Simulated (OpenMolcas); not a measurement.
Mn6+, Tc6+, Re6+: d down the group

| Property | Result |
| --- | --- |
| Program | OpenMolcas |
| Method | SS-RASPT2, IPEA 0.25 Eh, imaginary shift 0.1 Eh |
| Basis | ANO-RCC-VTZP |
| Scalar Hamiltonian | DKH2, point nucleus |
| Spin-orbit coupling | state interaction with AMFI integrals over the reference wave functions, term energies averaged over their components |

Active space for each ion: 7 electrons in 8 orbitals (RAS1 p, at most 2 holes; RAS2 d); closed shells correlated by CASPT2: Mn6+ 3s; Tc6+ 4s; Re6+ 5s.

Computed levels in cm-1 above ²D_3/2:

```tsv
Level	Mn6+	Tc6+	Re6+
²D_5/2	1387	3540	12180
weight of ²D in the lowest level (%)	100	100	100
```

Measured, with the error of the calculation in %. Measured levels: Mn6+ from Corliss and Sugar, J. Phys. Chem. Ref. Data 6, 1253 (1977).

| Level | Mn6+ |
| --- | --- |
| ²D_5/2 | 1350 (+2.8) |

The fine-structure level ²D_5/2 changes by a factor of 8.78 from Mn6+ to Re6+.

CASPT2 does not keep the components of a term degenerate, so their means are used; among the terms shown or strongly mixed into the levels shown the widest spread is 10 cm-1 (3d ²D, Mn6+). Active for correlation alone: 3p; no level in the range computed is led by a configuration that opens it, so any true level of that kind is missing (holds for Mn6+). Active for correlation alone: 4p; no level in the range computed is led by a configuration that opens it, so any true level of that kind is missing (holds for Tc6+). Active for correlation alone: 5p; no level in the range computed is led by a configuration that opens it, so any true level of that kind is missing (holds for Re6+). Measured partners are found by configuration, term and J. A level has none where our copy of the source lacks it or the pairing is in doubt (some pairs that miss far off the trend of their configuration count as doubtful), and it then counts in no deviation. Levels of configurations outside the active space are missing.
